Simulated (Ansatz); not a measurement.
Steps of a relaxation of C₄H₉Cl₃Sn (`C[C](C)(C)[Sn]([Cl])([Cl])[Cl]`) with RKS PBE0-D4/def2-TZVP.

```sh
$ ansatz run in.yaml --threads 4 --pin off --events-out ev --progress --plain --max-ram 66560MiB --backend cuda --devices 0, --max-vram 37GiB
```

```yaml
crystal:
  periodic: [false, false, false]
  atoms:
    - {symbol: C, position_ang: [1.389870, 0.847353, 0.199609]}
    - {symbol: C, position_ang: [0.181501, -0.089175, 0.234540]}
    - {symbol: C, position_ang: [0.552348, -1.543565, -0.058118]}
    - {symbol: C, position_ang: [-0.649079, 0.064304, 1.509235]}
    - {symbol: Sn, position_ang: [-1.131851, 0.550856, -1.429699]}
    - {symbol: Cl, position_ang: [-1.837979, 2.800064, -1.152918]}
    - {symbol: Cl, position_ang: [-0.007321, 0.400671, -3.514654]}
    - {symbol: Cl, position_ang: [-3.076673, -0.803662, -1.560634]}
    - {symbol: H, position_ang: [2.090279, 0.571503, 1.019984]}
    - {symbol: H, position_ang: [1.099321, 1.906861, 0.350472]}
    - {symbol: H, position_ang: [1.947614, 0.770576, -0.755746]}
    - {symbol: H, position_ang: [-0.339641, -2.201368, -0.093582]}
    - {symbol: H, position_ang: [1.216160, -1.921988, 0.751743]}
    - {symbol: H, position_ang: [1.101474, -1.647797, -1.015874]}
    - {symbol: H, position_ang: [-0.035370, -0.245206, 2.385140]}
    - {symbol: H, position_ang: [-1.555622, -0.574259, 1.494368]}
    - {symbol: H, position_ang: [-0.964131, 1.114331, 1.676334]}
basis:
  gaussian: {orbitals: def2-TZVP}
hamiltonian: {xc: pbe0, dispersion: d4}
relax: {f_tol: 0.005, max_steps: 150}
```

Positions (Å) and forces (eV/Å) along the path, 5 of 5 steps:

```xyz
17
step=1 energy=-47684.4556 eV
C     1.390    0.847    0.200    0.184    0.093    0.046
C     0.182   -0.089    0.235   -0.175    0.085   -0.223
C     0.552   -1.544   -0.058    0.086   -0.195    0.013
C    -0.649    0.064    1.509   -0.063    0.000    0.203
Sn   -1.132    0.551   -1.430   -0.122    0.059   -0.157
Cl   -1.838    2.800   -1.153    0.182   -0.664   -0.124
Cl   -0.007    0.401   -3.515   -0.372    0.061    0.588
Cl   -3.077   -0.804   -1.561    0.555    0.425   -0.001
H     2.090    0.572    1.020   -0.336    0.116   -0.376
H     1.099    1.907    0.350    0.132   -0.513   -0.059
H     1.948    0.771   -0.756   -0.267    0.022    0.460
H    -0.340   -2.201   -0.094    0.422    0.322    0.031
H     1.216   -1.922    0.752   -0.309    0.192   -0.368
H     1.101   -1.648   -1.016   -0.254    0.062    0.463
H    -0.035   -0.245    2.385   -0.272    0.140   -0.416
H    -1.556   -0.574    1.494    0.445    0.295    0.003
H    -0.964    1.114    1.676    0.166   -0.500   -0.083
17
step=2 energy=-47684.5691 eV
C     1.378    0.837    0.201    0.095    0.038    0.034
C     0.165   -0.081    0.213   -0.011    0.005   -0.015
C     0.549   -1.528   -0.054    0.051   -0.095    0.021
C    -0.640    0.062    1.496   -0.019   -0.005    0.106
Sn   -1.120    0.545   -1.415    0.119   -0.057    0.150
Cl   -1.831    2.726   -1.189   -0.060    0.212    0.036
Cl   -0.070    0.415   -3.464    0.114   -0.019   -0.188
Cl   -3.025   -0.744   -1.582   -0.178   -0.133   -0.002
H     2.057    0.547    1.019   -0.101    0.040   -0.119
H     1.100    1.887    0.359    0.047   -0.136   -0.024
H     1.940    0.763   -0.738   -0.068    0.020    0.127
H    -0.327   -2.188   -0.082    0.122    0.079   -0.001
H     1.205   -1.882    0.757   -0.096    0.054   -0.118
H     1.099   -1.640   -0.997   -0.074    0.003    0.125
H    -0.015   -0.248    2.349   -0.089    0.045   -0.126
H    -1.534   -0.572    1.493    0.114    0.089    0.009
H    -0.949    1.100    1.674    0.034   -0.141   -0.015
17
step=3 energy=-47684.5774 eV
C     1.376    0.835    0.202    0.000    0.016   -0.016
C     0.160   -0.079    0.207    0.047   -0.022    0.059
C     0.549   -1.526   -0.052   -0.010   -0.009   -0.020
C    -0.637    0.062    1.494   -0.021    0.007   -0.001
Sn   -1.124    0.547   -1.421    0.005   -0.004    0.005
Cl   -1.834    2.743   -1.183    0.002   -0.003    0.000
Cl   -0.059    0.413   -3.477   -0.002    0.000    0.002
Cl   -3.038   -0.755   -1.579    0.002    0.002    0.001
H     2.047    0.541    1.018   -0.017   -0.006   -0.007
H     1.104    1.881    0.361    0.003   -0.004   -0.003
H     1.940    0.762   -0.731   -0.002    0.004    0.004
H    -0.321   -2.186   -0.079    0.005    0.002   -0.003
H     1.202   -1.872    0.759   -0.010    0.017   -0.005
H     1.100   -1.641   -0.990   -0.004   -0.002    0.004
H    -0.010   -0.249    2.339    0.001    0.002   -0.020
H    -1.528   -0.571    1.496    0.002    0.005    0.001
H    -0.946    1.094    1.675   -0.002   -0.006    0.000
17
step=4 energy=-47684.5775 eV
C     1.376    0.836    0.201   -0.002   -0.009    0.008
C     0.162   -0.080    0.210   -0.010    0.004   -0.014
C     0.548   -1.526   -0.054    0.005    0.006    0.012
C    -0.639    0.062    1.494    0.011   -0.004   -0.001
Sn   -1.122    0.545   -1.418   -0.010    0.006   -0.012
Cl   -1.831    2.742   -1.180    0.000   -0.002   -0.001
Cl   -0.056    0.411   -3.475   -0.003    0.000    0.002
Cl   -3.035   -0.757   -1.575    0.002    0.002    0.000
H     2.048    0.543    1.017    0.005    0.000    0.004
H     1.103    1.882    0.360   -0.003    0.001    0.000
H     1.940    0.763   -0.732   -0.001   -0.001   -0.002
H    -0.322   -2.186   -0.081   -0.002    0.001    0.000
H     1.201   -1.873    0.756    0.004   -0.004    0.004
H     1.098   -1.641   -0.992    0.001    0.002   -0.002
H    -0.013   -0.248    2.339    0.002   -0.002    0.006
H    -1.530   -0.570    1.495   -0.001   -0.002   -0.002
H    -0.947    1.095    1.675    0.001    0.002   -0.002
17
step=5 energy=-47684.5776 eV
C     1.376    0.835    0.202   -0.001   -0.001    0.000
C     0.162   -0.080    0.209    0.003   -0.001    0.003
C     0.549   -1.526   -0.053   -0.001    0.002    0.000
C    -0.638    0.062    1.494    0.001    0.000   -0.001
Sn   -1.123    0.546   -1.419   -0.001    0.000   -0.002
Cl   -1.832    2.743   -1.182    0.000    0.000    0.000
Cl   -0.058    0.412   -3.476    0.000    0.000    0.000
Cl   -3.037   -0.755   -1.576    0.000    0.000    0.000
H     2.047    0.542    1.018    0.000   -0.001    0.001
H     1.103    1.882    0.360    0.000    0.000    0.000
H     1.940    0.763   -0.731    0.000    0.000    0.000
H    -0.321   -2.186   -0.080    0.000    0.000    0.000
H     1.202   -1.872    0.757    0.000    0.001    0.001
H     1.099   -1.641   -0.991    0.000    0.000    0.000
H    -0.012   -0.249    2.339    0.001    0.000    0.000
H    -1.529   -0.571    1.495    0.000    0.000    0.000
H    -0.947    1.094    1.675    0.000    0.000    0.000
```

Run time 27 s (4 threads of an AMD EPYC 7R13 on a shared host and a share of an NVIDIA H100 80 GB); peak host memory 1.1 GiB.
